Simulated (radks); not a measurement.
Values are calculated unless marked as measured or tabulated.
Problem. Ionisation of Au38+, [Kr] 4d5, to Au39+, [Kr] 4d4, under several functionals. Scalar-relativistic Kohn-Sham, spin-unpolarised, spherical densities, finite nucleus; a radial shooting solver on a logarithmic mesh with Libxc functionals. Known Delta-SCF values: exchange-only LDA 1770.5 eV. What does OLYP give, and what is its highest occupied eigenvalue?

Solution. 1776.4 eV by Delta-SCF; the 4d eigenvalue is -1748.0 eV. NIST: 1758 eV (theoretical).

Beside tabulated values, note that spin-unpolarised runs miss the spin-polarisation part of the exchange energy of open shells.
